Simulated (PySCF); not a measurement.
PySCF input:

```python
from pyscf import gto, scf, dft

mol = gto.M(
    atom='''
    Pb   -0.00870056    0.01049205    0.68829151
    Cl    0.88299914    1.00189484   -1.66475882
    Cl   -0.84103175   -1.05250355   -1.65523550
    ''',
    basis='def2-tzvpd',
    ecp='def2-tzvp',
    charge=0,
    spin=2,
    verbose=4,
)

mf = dft.UKS(mol, xc='pw6b95').density_fit(auxbasis='def2-universal-jkfit')
mf.grids.level = 3
mf.conv_tol = 1e-9
mf.max_cycle = 100
mf.max_memory = 1500
mf.kernel()
if not mf.converged:
    mf = mf.newton()
    mf.kernel(mf.make_rdm1())
for _ in range(2):
    mo, _, stable, _ = mf.stability(return_status=True)
    if stable:
        break
    mf.kernel(mf.make_rdm1(mo, mf.mo_occ))
mf.analyze()
```

Q: Which total energy does the run end on?

A: -1114.11080 Eh (PW6B95/def2-TZVPD).

This is an excited triplet: at this geometry the singlet lies 1.35 eV lower at RI-MP2/CBS(def2-TZVPPD,def2-QZVPPD)+[CCSD(T)-MP2]/def2-TZVPPD.
